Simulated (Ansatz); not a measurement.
Molecule: CdF₂, charge 0, multiplicity 1. 
Coordinates optimised at B3LYP-D3(BJ)/def2-TZVP (Ansatz, a quantum-chemistry and plane-wave program):
SMILES: [F][Cd][F]
```xyz
3

Cd     0.0000     0.0000     0.0000
F      0.0000     0.0000    -1.9335
F      0.0000     0.0000     1.9335
```

Basis-set convergence of Hartree-Fock and CCSD correlation energies (hartree) with Ansatz. Cores are frozen in the correlated levels unless marked. Spin-orbit coupling is left out. Frozen are the shells of the preceding noble gas and the d and f shells that filled before the atom's block. In def2 rows, elements after Kr have scalar-relativistic effective core potentials.

| basis | functions | E(HF) | E(corr, CCSD) |
|---|---|---|---|
| def2-SVPD | 80 | -365.58899 | -0.67937 |
| def2-TZVPPD | 136 | -365.86240 | -0.92230 |
| def2-QZVPPD | 220 | -365.87417 | -0.99763 |

Extrapolating the two largest sets (X = 3 and 4) as X^-3: E(corr) = (64·(-0.99763) - 27·(-0.92230))/37 = -1.0526 Eh, an estimate of the basis-set limit. The largest set recovers 94.8 % of it, the smallest 64.5 %.
